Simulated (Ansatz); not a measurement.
Ansatz (a quantum-chemistry and plane-wave program) input (B3LYP-D3(BJ)/def2-TZVP):

Ansatz 0.2 input:
```yaml
crystal:
  periodic: [false, false, false]
  atoms:
    - {symbol: Sn, position_ang: [0.00530704, 0.01987040, 0.01193390]}
    - {symbol: F, position_ang: [1.75416241, -1.03482992, 0.00509868]}
    - {symbol: F, position_ang: [0.02406983, 2.06233342, 0.00204545]}
    - {symbol: F, position_ang: [-1.77998923, -0.97068656, 0.03443680]}
basis:
  gaussian:
    orbitals: def2-TZVP
hamiltonian:
  xc: b3lyp
  dispersion: d3bj
total_charge: 1
relax: {f_tol: 0.002, max_steps: 150}
```

Output:

```
Functional definition: B3LYP
integrals: 0.05 GiB planned
900 factors; their error is unknown
mean field: 0.47 GiB planned
mean field evaluation 1: about -13954.7297 eV, gradient 1.2e2 eV
mean field evaluation 2: about -13791.8551 eV, gradient 3.1e2 eV
mean field evaluation 4: about -13977.8879 eV, gradient 9.5e0 eV
mean field evaluation 8: about -13978.0474 eV, gradient 5.5e-2 eV
mean field evaluation 16: about -13978.1348 eV, gradient 4.9e-5 eV
mean field -13978.13484810 eV, -513.6869809474 hartree, gradient 4.9e-5 eV, S^2 0.000000; 0 other end points of the search recorded, 0 dependent functions left out
the calculation of the forces begins
reference -13978.13503208 eV, -513.6869877086 hartree; 24, 24 occupied and 119, 119 virtual orbitals, 900 factors
relax step   1: F+E_penalty+E_count = -13978.22262537 eV  Δ(F+E_penalty+E_count) = +0.000e0 eV  max|allowed force component| = 3.489e0 eV/Å  Δτ_max = 0.0000 Å  (29 SCF iters, accepted)
these checks for a lower state are left out or cut short: starts, cluster_reference, orbital_swaps, neighbouring_geometries, increment
integrals: 0.05 GiB planned
900 factors; their error is unknown
mean field: 0.48 GiB planned
mean field -13979.33189691 eV, -513.7309716799 hartree, gradient 1.6e-5 eV, S^2 0.000000; 0 other end points of the search recorded, 0 dependent functions left out
the calculation of the forces begins
reference -13979.33207371 eV, -513.7309781772 hartree; 24, 24 occupied and 119, 119 virtual orbitals, 900 factors
relax step   2: F+E_penalty+E_count = -13979.42385527 eV  Δ(F+E_penalty+E_count) = -1.201e0 eV  max|allowed force component| = 1.703e-1 eV/Å  Δτ_max = 0.1978 Å  (36 SCF iters, accepted)
these checks for a lower state are left out or cut short: starts, cluster_reference, orbital_swaps, neighbouring_geometries, increment
integrals: 0.05 GiB planned
900 factors; their error is unknown
mean field: 0.48 GiB planned
mean field evaluation 32: about -13979.3333 eV, gradient 1.5e-5 eV
mean field -13979.33328795 eV, -513.7310227997 hartree, gradient 1.5e-5 eV, S^2 0.000000; 0 other end points of the search recorded, 0 dependent functions left out
the calculation of the forces begins
reference -13979.33346492 eV, -513.7310293032 hartree; 24, 24 occupied and 119, 119 virtual orbitals, 900 factors
relax step   3: F+E_penalty+E_count = -13979.42509672 eV  Δ(F+E_penalty+E_count) = -1.241e-3 eV  max|allowed force component| = 4.087e-2 eV/Å  Δτ_max = 0.0072 Å  (33 SCF iters, accepted)
these checks for a lower state are left out or cut short: starts, cluster_reference, orbital_swaps, neighbouring_geometries, increment
integrals: 0.05 GiB planned
900 factors; their error is unknown
mean field: 0.48 GiB planned
mean field -13979.33333101 eV, -513.7310243823 hartree, gradient 1.5e-5 eV, S^2 0.000000; 0 other end points of the search recorded, 0 dependent functions left out
the calculation of the forces begins
reference -13979.33350794 eV, -513.7310308841 hartree; 24, 24 occupied and 119, 119 virtual orbitals, 900 factors
relax step   4: F+E_penalty+E_count = -13979.42517895 eV  Δ(F+E_penalty+E_count) = -8.224e-5 eV  max|allowed force component| = 1.377e-2 eV/Å  Δτ_max = 0.0034 Å  (33 SCF iters, accepted)
these checks for a lower state are left out or cut short: starts, cluster_reference, orbital_swaps, neighbouring_geometries, increment
integrals: 0.05 GiB planned
900 factors; their error is unknown
mean field: 0.48 GiB planned
mean field -13979.33334943 eV, -513.7310250591 hartree, gradient 1.5e-5 eV, S^2 0.000000; 0 other end points of the search recorded, 0 dependent functions left out
the calculation of the forces begins
reference -13979.33352636 eV, -513.7310315613 hartree; 24, 24 occupied and 119, 119 virtual orbitals, 900 factors
relax step   5: F+E_penalty+E_count = -13979.42518768 eV  Δ(F+E_penalty+E_count) = -8.729e-6 eV  max|allowed force component| = 2.644e-4 eV/Å  Δτ_max = 0.0005 Å  (33 SCF iters, accepted)
integrals: 0.05 GiB planned
900 factors; their error is unknown
mean field: 0.48 GiB planned
mean field evaluation 64: about -13979.3333 eV, gradient 1.5e-2 eV
mean field -13979.33334943 eV, -513.7310250591 hartree, gradient 1.5e-5 eV, S^2 0.000000; 1 other end points of the search recorded, 0 dependent functions left out
the calculation of the forces begins
reference -13979.33352636 eV, -513.7310315613 hartree; 24, 24 occupied and 119, 119 virtual orbitals, 900 factors
Total energy: -13979.42536461 eV, -513.7344065548 hartree
Atom 0 at     0.000850     0.019189     0.013367 Å, force     0.000168     0.000254     0.000046 eV/Å
Atom 1 at     1.590066    -0.930674     0.005421 Å, force     0.000096    -0.000050    -0.000017 eV/Å
Atom 2 at     0.028881     1.870440     0.002631 Å, force     0.000001    -0.000062    -0.000016 eV/Å
Atom 3 at    -1.616246    -0.882267     0.032096 Å, force    -0.000264    -0.000142    -0.000013 eV/Å
Dipole moment:    -0.000079     0.000032    -0.000020 e Å
```
